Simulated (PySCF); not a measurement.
Mapped SMILES: `[cH:1]1[cH:2][cH:3][c:4](-[c:5]2[cH:6][cH:7][n:8][n:9][cH:10]2)[cH:11][cH:12]1`. Hydrogens are named by the atom that carries them.

PySCF 2.14 calculation with shielding tensors at PBE0/pcSseg-1 (GIAO) and geometry from GFN2-xTB; no solvent, non-relativistic Hamiltonian, single conformer, equivalent nuclei averaged.

**Question.** List the cross peaks expected in HSQC, COSY and HMBC spectra.

**Answer.** 

HSQC (one-bond C–H):
```csv
δH,δC
9.74 (H(C10)),154.1 (C10)
9.67 (H(C7)),155.7 (C7)
7.89 (H(C3)/H(C11)),133.8 (C3/C11)
7.88 (H(C2)/H(C12)),135.2 (C2/C12)
7.83 (H(C1)),135.3 (C1)
7.50 (H(C6)),127.5 (C6)
```

COSY cross peaks (H two or three bonds apart, from the bond graph; peaks can be absent where the dihedral angle is near 90°):
```csv
δH,δH
9.67 (H(C7)),7.50 (H(C6))
7.89 (H(C3)/H(C11)),7.88 (H(C2)/H(C12))
7.88 (H(C2)/H(C12)),7.83 (H(C1))
```

HMBC (two and three bonds, from the bond graph):
```csv
δH,δC
9.74 (H(C10)),"143.5 (C5), 143.1 (C4), 127.5 (C6)"
9.67 (H(C7)),"143.5 (C5), 127.5 (C6)"
7.89 (H(C3)/H(C11)),"143.5 (C5), 143.1 (C4), 135.3 (C1), 135.2 (C2/C12), 133.8 (C3/C11)"
7.88 (H(C2)/H(C12)),"143.1 (C4), 135.3 (C1), 135.2 (C2/C12), 133.8 (C3/C11)"
7.83 (H(C1)),"135.2 (C2/C12), 133.8 (C3/C11)"
7.50 (H(C6)),"155.7 (C7), 154.1 (C10), 143.5 (C5), 143.1 (C4)"
```

Scale: TMS for 1H, 13C (reference shieldings calculated alike).

Short H···H contacts in this conformer between protons four or more bonds apart (candidates for NOE cross peaks, intensity ∝ r⁻⁶): H(C10)···H(C11) 2.41 Å, H(C3)···H(C6) 2.42 Å.

Shifts are as computed. Against solution values, carbons near 30 ppm lie about +3 ppm off and those near 130 ppm about +5 ppm. Of 1211 compounds with measured shifts, 218 miss one by over three times the rms of a fit or turn the order of signals round; such compounds aren't used in these exercises.
